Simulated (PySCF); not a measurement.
Sb(H)2(OMe) (CH5OSb), SMILES C[O][SbH2]. Heavy atoms are numbered as in [SbH2:1][O:4][CH3:5]. Hydrogens are named by the atom that carries them.

Geometry: PBE0-D3(BJ)/def2-SVP. The def2 effective core potentials stand for the cores of Sb; spin–orbit coupling is left out.

The numbers are results of CAM-B3LYP/def2-TZVPD (PySCF), not measurements.

Mulliken values depend strongly on the basis, most of all with diffuse functions as here. ESP charges are fitted to the potential on shells at 1.4 to 2.0 van der Waals radii. Atomic charges (e), one atom of each kind:

```csv
atom,Mulliken,ESP fit
Sb1 (SbH2),0.48,0.25
H on Sb1,-0.04,-0.03
O4,-0.63,-0.29
C5 (CH3),-0.56,-0.14
H on C5,0.27,0.07
```
